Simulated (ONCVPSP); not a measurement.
Cutoff test, potassium, ONCV

* Element: potassium (K)
* Generator: ONCVPSP 4.0.1
* Type: optimised norm-conserving Vanderbilt (ONCV)
* Functional: PBE
* Relativity: non-relativistic
* Frozen core: [Ne]
* Valence charge: 9
* Reference configuration: 3s2 3p6 4s1
* Partial waves: 3s+4s: rc 2.45 bohr, ncon 4, nbas 8, qcut 5.3 1/bohr, 2 projectors; 3p: rc 1.80 bohr, ncon 3, nbas 8, qcut 7.5 1/bohr, 2 projectors, debl 4 Ha; d scattering state at 0.31 Ha: rc 1.95 bohr, ncon 4, nbas 8, qcut 5.5 1/bohr, 2 projectors, debl 2.7 Ha
* Local potential: polynomial inside 1.55 bohr (lpopt 1, dvloc0 3 Ha)
* Core correction: none

**Question.** For each optimised wave give the share of its norm inside rc, the residual kinetic energy above qcut (Ha) and the cutoffs (Ha) for errors of 10, 1, 0.1 and 0.01 mHa per electron.

**Answer.**

```
         wave  norm inside rc  residual KE  10 mHa  1 mHa  0.1 mHa  0.01 mHa
           3s           0.977      5.6e-08     3.3    4.6      6.1      10.4
           4s           0.053      2.4e-07     2.1    3.4      7.0      10.9
           3p           0.770      1.6e-08     8.8   12.2     15.0      17.3
p projector 2           0.110      3.6e-07     9.9   13.4     16.1      19.9
d projector 1           0.234      1.0e-03    11.4   15.1     54.5      65.0
d projector 2           0.241      5.5e-02    27.4   73.4     83.6     106.5
```

The occupied waves need 12 Ha and 15 Ha for 1 and 0.1 mHa. The cutoffs count occupied waves only; projector 2 of the d channel, the hardest unoccupied one, needs 73 Ha at the loose tolerance.
